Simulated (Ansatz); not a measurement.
Isomers of Cd$_{2}$O$_{2}$⁻ (doublet), relaxed with PBE0-D4/def2-TZVPD; total energies from Ansatz at CAM-B3LYP-D4/def2-TZVPD.

```json
{"isomer": "A", "description": "point group D2h; 4 × Cd–O 2.12 Å", "energy (Eh)": "-485.89785"}
{"isomer": "B", "description": "point group Cs; 3 × Cd–O 1.93 to 2.16 Å", "energy (Eh)": "-485.91843"}
```

In the def2 sets Cd takes a core potential; there is no spin–orbit coupling.

The isomers come from a short search, and lower ones may exist.

Work out the relative energies (1 Eh = 2625.5 kJ/mol) and the Boltzmann populations at 800 K from electronic energies alone (R = 8.314 J/mol/K).

ΔE: A 54.0, B 0.0 kJ/mol. RT = 6.65 kJ/mol. Factors exp(−ΔE/RT): A 0.000297, B 1; sum 1.000. Populations: A 0.0 %, B 100.0 %. Zero-point energy, vibrational entropy and symmetry numbers are left out and can shift these; an error of 4 kJ/mol changes a ratio by a factor of 1.8. Over the other density-functional and correlated levels in def2 sets, the gap between B and A ranges from 7 to 56 kJ/mol.
